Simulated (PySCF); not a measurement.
Compound: C₂H₃ClSi.
SMILES with atom numbers: `[CH:1]#[C:2][SiH2:3][Cl:4]` (hydrogens: H5 on C1; H6, H7 on Si3)

The closed-shell SCF was solved with PySCF and density fitting under several settings on one GFN2-xTB geometry (grid level 2 and gas phase unless stated).

| settings | basis functions | SCF cycles | E (Eh) | HOMO (eV) | LUMO (eV) | dipole (D) |
| --- | --- | --- | --- | --- | --- | --- |
| PBE0/pcSseg-1 | 97 | 12 | -827.2777 | -8.55 | -0.68 | 1.59 |
| PBE0/def2-SVPD | 115 | 12 | -827.0321 | -8.56 | -0.76 | 1.41 |
| OPBE/STO-3G | 31 | 12 | -818.4028 | -5.37 | 2.12 | 2.31 |
| BLYP/def2-SVP, fitting basis def2-universal-jkfit, energy threshold 1e-07 Eh | 79 | 8 | -827.3464 | -6.91 | -1.12 | 1.12 |
| PW91/def2-SVPD, start guess atom, energy threshold 1e-08 Eh | 115 | 10 | -827.3362 | -7.36 | -1.72 | 1.36 |
| PW91/pcSseg-0, IEF-PCM tetrahydrofuran, start guess sap | 50 | 12 | -826.6006 | -7.42 | -1.51 | 2.54 |

Problem. Estimate the rows for these settings: (1) PBE0/IGLO-III, level shift 0.2 Eh, fitting basis def2-universal-jkfit; (2) B97-2/pcSseg-0.

Solution. 
```csv
settings,basis functions,SCF cycles,E (Eh),HOMO (eV),LUMO (eV),dipole (D)
"PBE0/IGLO-III, level shift 0.2 Eh, fitting basis def2-universal-jkfit",188,11,-827.3644,-8.49,-0.65,1.15
B97-2/pcSseg-0,50,12,-826.6538,-8.50,-0.73,2.36
```

Problem. Over all rows, what range does the HOMO–LUMO gap span?

Solution. From 5.64 eV (PW91/def2-SVPD, start guess atom, energy threshold 1e-08 Eh) to 7.87 eV (PBE0/pcSseg-1). The functional of the narrowest has no exact exchange, that of the widest 25 % exact exchange.

Problem. And the dipole moment?

Solution. From 1.12 D (BLYP/def2-SVP, fitting basis def2-universal-jkfit, energy threshold 1e-07 Eh) to 2.54 D (PW91/pcSseg-0, IEF-PCM tetrahydrofuran, start guess sap); the largest is 2.27 times the smallest, and the median is 1.50 D.

Problem. Compare two rows with the functional PBE0: PBE0/IGLO-III, level shift 0.2 Eh, fitting basis def2-universal-jkfit and PBE0/def2-SVPD. Which energy is lower, and by how much?

Solution. PBE0/IGLO-III, level shift 0.2 Eh, fitting basis def2-universal-jkfit (188 functions) lies 0.3323 Eh or 209 kcal/mol below PBE0/def2-SVPD (115 functions).

Cycle counts include a coarse-grid stage where the run had one. Geometry: GFN2-xTB; no vibrations or thermal averaging.
